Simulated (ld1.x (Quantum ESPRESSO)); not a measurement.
# Before and after: PAW potential for iron

Fe, PAW, made with ld1.x (Quantum ESPRESSO) 7.5 (LDA (PZ), non-relativistic). Core [Ar], reference 3d6 4s1.75 4p0.25. Waves: 4s (bound): rcut 2.10, rcutus 2.65 bohr; 4s channel at 0.85 Ry: rcut 2.10, rcutus 2.65 bohr; 4p (bound): rcut 2.00, rcutus 2.35 bohr; 4p channel at 4.25 Ry: rcut 2.00, rcutus 2.35 bohr; 3d (bound): rcut 1.20, rcutus 1.55 bohr; 3d channel at 0.9 Ry: rcut 1.20, rcutus 1.55 bohr. Local part: all-electron potential smoothed inside 1.85 bohr (lloc = -1). Core correction: a·sin(br)/r model core, default radius (core density twice the valence density). Augmentation charge: BESSEL, radius 1.35 bohr.

All-electron outer shells of the reference configuration (LDA (PZ), non-relativistic, ld1.x):

| shell | level (eV) | outermost node (bohr) | outermost maximum (bohr) |
| --- | --- | --- | --- |
| 3p | -59.96 | 0.30 | 0.72 |
| 3d | -8.46 | – | 0.71 |
| 4s | -5.68 | 1.02 | 2.41 |
| 4p | -1.69 | 1.11 | 3.25 |

Change: local potential all-electron potential smoothed inside 1.35 bohr (lloc = -1).

Cutoffs: the cutoffs (Ry, on a coarse ladder) from which the occupation-weighted sum of valence levels, in a spherical-Bessel basis at the reference potential, stays within 10 and 1 mRy of its value at 400 Ry; they do not see the model core or the augmentation charge, which bear on the density cutoff. Errors are all-electron minus pseudo energies relative to the spin-unpolarised reference configuration.

Q: What does the change do?

A: The potential gets neither clearly harder nor softer (45 Ry and 70 Ry → 45 Ry and 70 Ry); a bound ghost appears in s, which as a rule spoils a file; of the 9 tests that both files solve, the error grows in 4 and shrinks in 1 by more than 15 % and 0.3 meV (median size 15.5 → 16.5 meV); the range in which the s phases agree widens (upper end 2.5 → 3.5). A state that the projectors do not describe sees the local part alone, so a deeper or shallower local part can create or remove a ghost.

```csv
quantity,base,changed
"cutoff, loose",45 Ry,45 Ry
"cutoff, tight",70 Ry,70 Ry
bound ghosts,none,s
"error for 3d6 4s2 4p0, meV [ΔE -0.99 eV]",+0.1,0.0
"error for 3d6 4s1 4p0, meV [ΔE 7.86 eV]",+1.1,+0.3
"error for 3d6 4s0 4p0, meV [ΔE 24.13 eV]",+6.0,+8.5
"error for 3d6 4s0 4p2, meV [ΔE 7.35 eV]",+4.4,+5.8
"error for 3d7 4s0 4p0, meV [ΔE 5.40 eV]",-83,-80
"error for 3d6.5 4s1.5 4p0, meV [ΔE -1.90 eV]",-18,-22
"error for 3d7 4s1 4p0, meV [ΔE -2.12 eV]",-58,-67
"error for 3d6 4s1.75 4p0.25 (spin-polarised), meV [ΔE -3.58 eV]",-16,-16
"error for 3d6 4s2 4p0 (spin-polarised), meV [ΔE -4.40 eV]",-17,-18
s: phases at 2.89 bohr within 0.05 rad from the reference energy up to (Ry; the scan ends near 5),2.5,3.5
p: phases at 2.89 bohr within 0.05 rad from the reference energy up to (Ry; the scan ends near 5),to the end of the scan,to the end of the scan
d: phases at 2.89 bohr within 0.05 rad from the reference energy up to (Ry; the scan ends near 5),to the end of the scan,to the end of the scan
lowest overlap eigenvalue by channel,"s 0.35, p 0.73, d 0.74","s 0.21, p 0.70, d 0.75"
```

 A true bound ghost makes a file unfit for plane-wave use even where its test errors are small: the radial tests pick states by their node count and pass the ghost by.
